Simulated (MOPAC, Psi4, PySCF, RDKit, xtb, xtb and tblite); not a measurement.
Two geometries of SMILES O[SiH2]B(O)O, relaxed at GFN2-xTB with one dihedral held; other torsions can differ between them too.

Structure A

```
10

O      1.1703     1.6927     1.6520
Si    -0.4277     1.3326     1.7925
B     -0.8862     0.4909     0.0720
O     -1.3547    -0.7758     0.0784
O     -0.7668     1.0726    -1.1574
H      1.6432     2.1127     2.3668
H     -1.1286     2.6036     2.0945
H     -0.6138     0.5341     3.0134
H     -1.5472    -1.1326    -0.7926
H     -0.3997     1.9536    -1.1895
```

Structure B

```
10

O     -1.2145    -1.4921    -0.1761
Si    -1.0622     0.1356     0.0219
B      0.8834     0.4253     0.0569
O      1.7885    -0.2102    -0.7420
O      1.3815     1.3791     0.8744
H     -2.0749    -1.9010    -0.2315
H     -1.7891     0.7788    -1.0959
H     -1.8409     0.5288     1.2068
H      1.4499    -0.9084    -1.2994
H      2.3340     1.4902     0.8179
```

Which is lower in energy at the level DF-MP2 (frozen core)/cc-pVTZ // GFN2-xTB run with Psi4 1.11, and by how much?

B is lower, by 1.05 kcal/mol (dihedral O1–Si2–B3–O4: 120° in A, 40° in B).

E(B) − E(A) in kcal/mol at the other levels, on the same two geometries: GFN2-xTB (xtb and tblite) -0.71; B3LYP/def2-TZVP // GFN2-xTB (Psi4) -1.01; B3LYP-D3(BJ)/def2-TZVP // GFN2-xTB (Psi4) -1.04; PBE/def2-TZVP // GFN2-xTB (Psi4) -1.07; PBE-D3(BJ)/def2-TZVP // GFN2-xTB (Psi4) -1.09; HF/cc-pVTZ // GFN2-xTB (Psi4) -0.88; UFF // GFN2-xTB (RDKit) 0.15; PM6, restricted, heats of formation // GFN2-xTB (MOPAC) -0.06; AM1, restricted, heats of formation // GFN2-xTB (MOPAC) -1.21; GFN1-xTB // GFN2-xTB (xtb) -0.56; restricted B3LYP/6-31G*, spherical d // GFN2-xTB (PySCF) -1.13; restricted LDA (SVWN5)/6-31G*, spherical d // GFN2-xTB (PySCF) -1.29; restricted Hartree-Fock/3-21G // GFN2-xTB (PySCF) -1.23; restricted Hartree-Fock/STO-3G // GFN2-xTB (PySCF) -0.86.
